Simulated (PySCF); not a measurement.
germylmethylgermane (CH8Ge2), SMILES [GeH3][CH2][GeH3]. Atoms are numbered in the order given.

```xyz
11

Ge     1.6445     0.0000    -0.1031
C      0.0000     0.0000     0.9570
Ge    -1.6445     0.0000    -0.1031
H      2.8800     0.0000     0.8188
H      1.6915    -1.2524    -0.9997
H      1.6915     1.2524    -0.9997
H      0.0000     0.8871     1.6099
H      0.0000    -0.8871     1.6099
H     -1.6915    -1.2524    -0.9997
H     -1.6915     1.2524    -0.9997
H     -2.8800     0.0000     0.8188
```

Coordinates come from a PBE0-D3(BJ)/def2-SVP optimisation.

Method: PySCF with r2SCAN/def2-TZVP.

Gas-phase values at a fixed geometry.

Task: Estimate the frontier levels, gap, dipole moment and polarisability. (An estimate is asked for; the answer gives what the named calculation found.)

Result: 
```
Property                                                                                                       Result
---------------------------------------------------------------------------------------------  ----------------------
highest occupied level                                                                                       -7.57 eV
lowest empty level                                                                                            0.06 eV
orbital gap                                                                                                   7.64 eV
dipole moment                                                                                                  0.76 D
quadrupole, principal values (traceless, Buckingham form, about the centre of nuclear charge)   -2.51, 1.15, 1.36 D·Å
mean static polarisability                                                                      76.1 bohr³ (11.28 Å³)
polarisability, principal values                                                               67.2, 69.8, 91.4 bohr³
```
